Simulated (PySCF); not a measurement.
Compound: [BBrH3]- (charge -1).
InChI=1S/BBrH3/c1-2/h1H3/q-1

Computed with PySCF, PBE0-D3(BJ)/def2-SVP geometry optimisation, gas phase.

Take the most abundant isotopes and a rigid rotor. 

**Question.** What are A, B and C (MHz)?

**Answer.** Ia = 4.23, Ib = 60.12, Ic = 60.12 u·Å²; 505379 MHz·u·Å²/I gives A = 119566, B = 8406, C = 8406 MHz.

**Question.** What kind of rotor is it?

**Answer.** A prolate symmetric top, as the point group C3v requires two equal moments. Ray's parameter κ = (2B − A − C)/(A − C) = -1.000; −1 is the prolate and +1 the oblate limit.

**Question.** Where do the R-branch lines fall?

**Answer.** The dipole of 4.40 D (about the centre of mass, as the species is charged) lies along the symmetry axis, so ΔK = 0 and J+1 ← J falls at 2B(J+1) for every K: 16.81 GHz, 33.63 GHz, 50.44 GHz, 67.25 GHz, 84.06 GHz for J = 0 to 4.

**Question.** Estimate the classical rotational partition function at 50 K and 500 K.

**Answer.** Point group C3v, symmetry number σ = 3; q = (√π/σ)·√((kT/h)³/(ABC)), k/h = 20836.6 MHz/K: 216 at 50 K, 6840 at 500 K.

Whether it is a minimum is left open (no frequencies). Constants of a rigid frame at the computed geometry: no zero-point averaging, no centrifugal distortion.
